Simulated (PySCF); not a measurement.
**Identify the compound**

An unknown has the formula C$_{6}$H$_{3}$N. Its calculated NMR data are:

$^{1}$H NMR (500 MHz, computed): δ 2.11 (s, 3H).

$^{13}$C{$^{1}$H} NMR (computed): δ 112.3 (C), 83.2 (C), 70.9 (C), 69.6 (C), 53.5 (C), 5.2 (CH3).

[PySCF: J: B3LYP/pcJ-1 (spin–dipole term only in couplings to heteroatoms); PBE0/pcSseg-1 with gauge-including orbitals; PBE0-D3(BJ)/def2-SVP structure; in vacuum; single conformer; relativity neglected; equivalent nuclei averaged]

Scale: $^{1}$H (σ = 31.27 ppm) and $^{13}$C (σ = 184.41 ppm) vs TMS (reference shieldings calculated alike).

Propose a structure and justify it.

Results:


The formula gives 6 degrees of unsaturation (no ring in the answer). 6 carbon signals for 6 carbons: no two carbons are equivalent. Carbon types of the structure: 5 × C, 1 × CH3, which accounts for all hydrogens. δC 112.3: nitrile carbon; typical of a nitrile. δC 83.2, 70.9, 69.6, 53.5: alkyne carbon; the triple bond shields along its axis, which puts it between sp3 and sp2 carbons. δC 5.2: propargylic methyl carbon; a saturated carbon with 1 carbon neighbour and no heteroatom attached. δH 2.11: hydrogen on a propargylic methyl carbon.

These data were computed for Methylcyanodiacetylene (CC#CC#CC#N).

The data come from this structure; uniqueness wasn't tested.

Shifts are as computed. Against solution values, carbons near 30 ppm lie about +2 ppm off and those near 130 ppm about +5 ppm. Of 1211 compounds with measured shifts, 218 miss one by over three times the rms of a fit or turn the order of signals round; such compounds aren't used in these exercises.
